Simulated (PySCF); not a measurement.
PySCF job for C₃H₈OSi₂, SMILES CO[Si@@H]1C=C[SiH2]1, C-PCM-B3LYP/def2-SVP. Geometry: B3LYP-D3(BJ)/def2-SVP. The structure was generated by enumeration; whether it is a known compound was not checked. Other conformers were not sampled.

```python
import numpy as np
from pyscf import gto, scf, dft
from pyscf.solvent import pcm

mol = gto.M(
    atom='''
    C     2.96596462   -0.44074976    0.26253404
    O     1.74847687    0.26754597    0.23647425
    Si    0.22662908   -0.39087113    0.41962091
    C    -0.70654637   -0.94383678   -1.13004826
    C    -1.82297899   -0.16835880   -1.13527444
    Si   -1.62631984    1.03784740    0.31975363
    H     3.78573255    0.26509407    0.47064820
    H     3.17269067   -0.92832185   -0.70809730
    H     2.97642619   -1.22153989    1.04697657
    H     0.32496558   -1.46486752    1.46107553
    H    -0.51670633   -1.72164914   -1.88230819
    H    -2.62781796   -0.28030392   -1.87463662
    H    -2.71231314    1.01234757    1.34728118
    H    -1.41375741    2.45887702   -0.08724481
    ''',
    basis='def2-SVP',
    charge=0,
    spin=0,
    max_memory=1600,
    verbose=3,
)
mf = dft.RKS(mol, xc='b3lyp').density_fit(auxbasis='def2-universal-jkfit')
mf.grids.level = 3
mf.conv_tol = 1e-9
mf.max_cycle = 100
mf.kernel()
res = {}
for name, eps in {'water': 78.355, 'dichloromethane': 8.93, 'methanol': 32.613}.items():
    s = mf.PCM()
    s.with_solvent.method, s.with_solvent.eps, s.with_solvent.lebedev_order = 'C-PCM', eps, 17
    s.kernel(mf.make_rdm1())
    res[name] = (s.e_tot, eps, s.dip_moment(), s.mo_energy, s.converged)
    print(f'{name}: electrostatic solvation free energy {(s.e_tot - mf.e_tot) * 627.509474:.3f} kcal/mol')
```

Output:

```
converged SCF energy = -773.03765751026

WARN: PCM is an experimental feature. It is still in testing.
Features and APIs may be changed in the future.

converged SCF energy = -773.041108338721
Dipole moment(X, Y, Z, Debye):  0.65840, -1.46595, -0.38568
water: electrostatic solvation free energy -2.165 kcal/mol

WARN: PCM is an experimental feature. It is still in testing.
Features and APIs may be changed in the future.

converged SCF energy = -773.040722759159
Dipole moment(X, Y, Z, Debye):  0.65107, -1.41471, -0.37256
dichloromethane: electrostatic solvation free energy -1.923 kcal/mol

WARN: PCM is an experimental feature. It is still in testing.
Features and APIs may be changed in the future.

converged SCF energy = -773.041038003543
Dipole moment(X, Y, Z, Debye):  0.65707, -1.45643, -0.38325
methanol: electrostatic solvation free energy -2.121 kcal/mol
```

The calculation finished and met its thresholds.
